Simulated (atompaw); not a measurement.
**zirconium (Zr): one change to a PAW (atompaw) potential, before and after**

Zr, PAW, made with atompaw 4.2.0.5 (PBE, scalar-relativistic). Core [Ar] 3d10 4s2, reference 4p6 4d2 5s0 5p0 (charge +2). Waves: 5s (bound, empty): rc 3.00 bohr; 5s channel at -0.55 Ry: rc 3.00 bohr; 4p (bound): rc 2.30 bohr; 5p (bound, empty): rc 3.00 bohr; 4d (bound): rc 3.00 bohr; 4d channel at -0.8 Ry: rc 3.00 bohr. Local part: troulliermartins scheme with l = 3 at 0 Ry, radius 2.30 bohr. Core correction: smooth core density matched at 2.90 bohr. Augmentation charge: besselshape compensation charge, radius 2.70 bohr; PAW radius 3.00 bohr; waves and projectors: custom rrkj gramschmidtortho.

Change: wave 4d channel at -0.8 Ry: rc 3.00 bohr becomes 4d channel at 2.73 Ry: rc 3.00 bohr.

Cutoffs: the cutoffs (Ry, on a coarse ladder) from which the occupation-weighted sum of valence levels, in a spherical-Bessel basis at the reference potential, stays within 10 and 1 mRy of its value at 400 Ry; they do not see the model core or the augmentation charge, which bear on the density cutoff.

**Question.** What does the change do?

**Answer.** The potential gets neither clearly harder nor softer (15 Ry and 25 Ry → 15 Ry and 25 Ry); the bound ghosts move from d, s to s; the range in which the d phases agree widens (upper end 0.0 → at the end of the scan).

| quantity | base | changed |
| --- | --- | --- |
| cutoff, loose | 15 Ry | 15 Ry |
| cutoff, tight | 25 Ry | 25 Ry |
| loose cutoff by channel (10 mRy a level) | p 15 Ry, d 8 Ry | p 15 Ry, d 10 Ry |
| bound ghosts | s, d | s |
| s: phases at 3.02 bohr within 0.05 rad from the reference energy up to (Ry; the scan ends near 5) | 2.2 | 2.2 |
| p: phases at 3.02 bohr within 0.05 rad from the reference energy up to (Ry; the scan ends near 5) | 0.1 | 0.1 |
| d: phases at 3.02 bohr within 0.05 rad from the reference energy up to (Ry; the scan ends near 5) | 0.0 | to the end of the scan |
| lowest overlap eigenvalue by channel | s 0.27, p 0.50, d 0.17 | s 0.27, p 0.50, d 0.74 |

 A true bound ghost makes a file unfit for plane-wave use even where its test errors are small: the radial tests pick states by their node count and pass the ghost by. The cutoffs see the waves, projectors and local potential, not the compensation charge or the core.
